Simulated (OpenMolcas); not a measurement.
**Mn3+ in a point-charge field**

Mn3+ among 6 point charges of -2 e arranged as a trigonal prism (D3h), 1.78 Å from the ion, with a polar angle of 52.0° against the regular 49.1°.
```
   1.4035    0.0000    1.0948  -2.00
  -0.7018    1.2155    1.0948  -2.00
  -0.7018   -1.2155    1.0948  -2.00
   1.4035    0.0000   -1.0948  -2.00
  -0.7018    1.2155   -1.0948  -2.00
  -0.7018   -1.2155   -1.0948  -2.00
```

```
Program             : OpenMolcas
Method              : SS-CASPT2, IPEA 0.25 Eh, imaginary shift 0.1 Eh (closed shells correlated: 3s 3p)
Basis               : ANO-RCC-VDZP [5s4p2d1f]
Scalar Hamiltonian  : DKH2, point nucleus
Active space        : 4 electrons in 5 orbitals (3d)
State averaging     : 2S+1 = 5 even, 5 roots; 2S+1 = 3 even, 45 roots; 2S+1 = 1 even, 50 roots
Spin-orbit coupling : state interaction with AMFI integrals over the reference wave functions
```

The lowest spin-free states (labels of D3, the rotations of D3h), above the lowest:

```tsv
State	Degeneracy	E (cm-1)	Free-ion L (%)
5E	2	0	D (100)
5A1	1	4290	D (100)
5E	2	5990	D (100)
3A2	1	19930	H (60)
3E	2	20930	H (100)
3E	2	21830	H (57)
3E	2	22030	P (57)
3A1	1	22410	H (62)
3A2	1	22420	H (62)
3E	2	22500	H (85)
3E	2	25030	G (45)
3A2	1	25440	G (61)
3A1	1	25450	G (62)
3E	2	26450	H (96)
3A2	1	27240	F (74)
3A2	1	27560	P (74)
3E	2	27620	F (45)
1A1	1	28670	G (83)
1E	2	29220	I (69)
3E	2	30330	G (51)
```

The lowest levels with spin-orbit coupling:

| E (cm-1) | Degeneracy | Label | 2S+1 | g |
| --- | --- | --- | --- | --- |
| 0 | 2 | E | 5 | 0.00 0.00 5.95 |
| 60 | 1 | A1 | 5 |  |
| 110 | 1 | A2 | 5 |  |
| 180 | 2 | E | 5 | 0.00 0.00 2.06 |
| 290 | 2 | E | 5 | 0.00 0.00 6.01 |
| 410 | 2 |  | 5 | 0.00 0.00 10.01 |
| 4520 | 2 | E | 5 | 0.00 0.00 8.00 |
| 4530 | 2 | E | 5 | 0.00 0.00 4.00 |
| 4540 | 1 | A1 | 5 |  |
| 5830 | 2 |  | 5 | 0.00 0.00 4.04 |
| 6030 | 2 | E | 5 | 0.00 0.00 0.03 |
| 6220 | 2 | E | 5 | 0.00 0.00 3.97 |
| 6390 | 1 | A1 | 5 |  |
| 6390 | 1 | A2 | 5 |  |
| 6570 | 2 | E | 5 | 0.00 0.00 11.97 |
| 20020 | 1 | A1 | 3 |  |
| 20130 | 2 | E | 3 | 0.00 0.00 3.98 |
| 20920 | 2 | E | 3 | 0.00 0.00 5.91 |
| 21140 | 2 | E | 3 | 0.00 0.00 9.91 |
| 21350 | 2 |  | 3 | 0.00 0.00 13.90 |

Powder χT (cm3 K/mol): 1.14 at 2 K, 1.28 at 10 K, 1.75 at 50 K, 2.02 at 100 K, 2.34 at 200 K, 2.53 at 300 K. The effective moment at 300 K is 2.828 √(χT) = 4.50 μB.

The lowest level has 2S+1 = 5, for which the spin-only value is χT = S(S+1) / 2 = 3.000 cm3 K/mol (g = 2). The computed 2.531 at 300 K differs by -0.469, through orbital momentum, spin-orbit coupling and any other state in reach.

Roots that are degenerate in the reference are averaged as groups; the widest CASPT2 spread within a group is 180 cm-1 (the 2-fold group of multiplicity 5 near 5990 cm-1 above the lowest state of its run). Shifts and gaps below about the spread of the groups concerned are not significant. An orbital doublet at a regular site is open to a Jahn-Teller distortion, which this geometry leaves out. Free-ion shares, where given, are those of the reference states; single-state CASPT2 does not remix them. This is an electrostatic model: the charges have no orbitals. No measured value stands beside these numbers.

With an even number of electrons the g values are those of a degenerate or nearly degenerate non-Kramers pair.
